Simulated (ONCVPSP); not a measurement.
## Cutoff test, F (Z = 9), ONCV

fluorine (F), optimised norm-conserving Vanderbilt (ONCV), made with ONCVPSP 4.0.1 (PBE, scalar-relativistic). Core [He], reference 2s2 2p4.75 (charge +0.25). Waves: 2s: rc 0.65 bohr, ncon 3, nbas 6, qcut 9.5 1/bohr, 2 projectors, debl 1.3 Ha; 2p: rc 1.60 bohr, ncon 4, nbas 8, qcut 7.4 1/bohr, 2 projectors, debl 1.5 Ha; d scattering state at 0.38 Ha: rc 1.30 bohr, ncon 5, nbas 8, qcut 7.9 1/bohr, 2 projectors, debl 0.8 Ha. Local part: polynomial inside 0.45 bohr (lpopt 5, dvloc0 3 Ha). Core correction: none.

**Question.** For each optimised wave give the share of its norm inside rc, the residual kinetic energy above qcut (Ha) and the cutoffs (Ha) for errors of 10, 1, 0.1 and 0.01 mHa per electron.

**Answer.**

```
         wave  norm inside rc  residual KE  10 mHa  1 mHa  0.1 mHa     0.01 mHa
           2s           0.225      3.0e-03    36.5   83.2    202.1  not reached
s projector 2           0.018      3.0e-04    14.8   36.6     82.4        302.9
           2p           0.838      1.1e-04    19.2   23.4     27.8         76.7
p projector 2           0.074      1.5e-04    17.8   23.4     28.6         83.1
d projector 1           0.009      4.2e-06     2.2    8.0     17.9         27.6
d projector 2           0.049      3.5e-05     7.6   17.3     27.2         35.9
```

The occupied waves need 83 Ha and 202 Ha for 1 and 0.1 mHa. Rows with under 1 % of the norm inside rc give no meaningful cutoff. Its largest configuration-test error is +542 meV.
